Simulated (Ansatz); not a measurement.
Geometry optimisation, Ansatz, RKS LDA/def2-SVP.

The input (input.yaml):

```yaml
crystal:
  periodic: [false, false, false]
  atoms:
    - { symbol: Ge, position_ang: [-0.104152, -0.167613, -1.041712] }
    - { symbol: H, position_ang: [1.133469, -0.130563, 1.412809] }
    - { symbol: H, position_ang: [1.685795, 0.146611, 1.02383] }
    - { symbol: Cl, position_ang: [-0.980545, 1.777705, -0.597369] }
    - { symbol: O, position_ang: [-1.181541, -1.105561, 0.024544] }
    - { symbol: H, position_ang: [-0.984726, -2.063379, -0.032702] }
basis:
  gaussian: { orbitals: def2-SVP }
hamiltonian:
  xc: lda
relax:
  f_tol: 0.03
  max_steps: 50
```

Command:

```bash
$ ansatz run input.yaml --threads 1 --pin off --max-ram 2048MiB --backend cpu --events-out ev --progress --plain --runs-dir out
```

Q: Where does it end, and by what steps?

A: It converged. The force dipped under the threshold on the way, but the program's further checks kept it going. After 27 steps the energy has fallen by 0.113 eV; Ge1 moved furthest, 1.33 Å.

```json
{"step": "0", "energy less start (eV)": "0.0000", "largest force component (eV/Å)": "1.518", "accepted": "yes"}
{"step": "1", "energy less start (eV)": "-0.0516", "largest force component (eV/Å)": "0.055", "accepted": "yes"}
{"step": "2", "energy less start (eV)": "-0.0530", "largest force component (eV/Å)": "0.400", "accepted": "yes"}
{"step": "3", "energy less start (eV)": "-0.0569", "largest force component (eV/Å)": "0.255", "accepted": "yes"}
{"step": "4", "energy less start (eV)": "-0.0609", "largest force component (eV/Å)": "0.192", "accepted": "yes"}
{"step": "5", "energy less start (eV)": "-0.0639", "largest force component (eV/Å)": "0.194", "accepted": "yes"}
{"step": "6", "energy less start (eV)": "-0.0675", "largest force component (eV/Å)": "0.096", "accepted": "yes"}
{"step": "7", "energy less start (eV)": "-0.0689", "largest force component (eV/Å)": "0.017", "accepted": "yes"}
{"step": "8", "energy less start (eV)": "-0.0681", "largest force component (eV/Å)": "0.306", "accepted": "no"}
{"step": "9", "energy less start (eV)": "-0.0700", "largest force component (eV/Å)": "0.099", "accepted": "yes"}
{"step": "10", "energy less start (eV)": "-0.0708", "largest force component (eV/Å)": "0.191", "accepted": "yes"}
{"step": "11", "energy less start (eV)": "-0.0724", "largest force component (eV/Å)": "0.361", "accepted": "yes"}
{"step": "12", "energy less start (eV)": "-0.0688", "largest force component (eV/Å)": "0.424", "accepted": "no"}
{"step": "13", "energy less start (eV)": "-0.0764", "largest force component (eV/Å)": "0.192", "accepted": "yes"}
{"step": "14", "energy less start (eV)": "-0.0800", "largest force component (eV/Å)": "0.217", "accepted": "yes"}
{"step": "15", "energy less start (eV)": "-0.0895", "largest force component (eV/Å)": "0.051", "accepted": "yes"}
{"step": "16", "energy less start (eV)": "-0.0948", "largest force component (eV/Å)": "0.106", "accepted": "yes"}
{"step": "17", "energy less start (eV)": "-0.0821", "largest force component (eV/Å)": "0.923", "accepted": "no"}
{"step": "18", "energy less start (eV)": "-0.0996", "largest force component (eV/Å)": "0.027", "accepted": "yes"}
{"step": "19", "energy less start (eV)": "-0.1010", "largest force component (eV/Å)": "0.293", "accepted": "yes"}
{"step": "20", "energy less start (eV)": "-0.1036", "largest force component (eV/Å)": "0.181", "accepted": "yes"}
{"step": "21", "energy less start (eV)": "-0.1091", "largest force component (eV/Å)": "0.061", "accepted": "yes"}
{"step": "22", "energy less start (eV)": "-0.1101", "largest force component (eV/Å)": "0.059", "accepted": "yes"}
{"step": "23", "energy less start (eV)": "-0.0607", "largest force component (eV/Å)": "1.022", "accepted": "no"}
{"step": "24", "energy less start (eV)": "-0.1117", "largest force component (eV/Å)": "0.021", "accepted": "yes"}
{"step": "25", "energy less start (eV)": "-0.1123", "largest force component (eV/Å)": "0.105", "accepted": "yes"}
{"step": "26", "energy less start (eV)": "-0.1125", "largest force component (eV/Å)": "0.096", "accepted": "yes"}
{"step": "27", "energy less start (eV)": "-0.1133", "largest force component (eV/Å)": "0.013", "accepted": "yes"}
```

```xyz
6
Properties=species:S:1:pos:R:3
Ge -1.379 -0.191 -1.425
H 1.117 -0.349 1.376
H 1.702 -0.289 1.898
Cl -1.033 1.908 -0.983
O -0.424 -0.821 -0.054
H -0.414 -1.800 -0.023
```

Whether the end is a true minimum wasn't checked by a vibrational analysis.

Run time: 29 s on 1 thread of Intel(R) Xeon(R) Platinum 8488C (Sapphire Rapids) (shared host), peak memory 0.15 GiB.
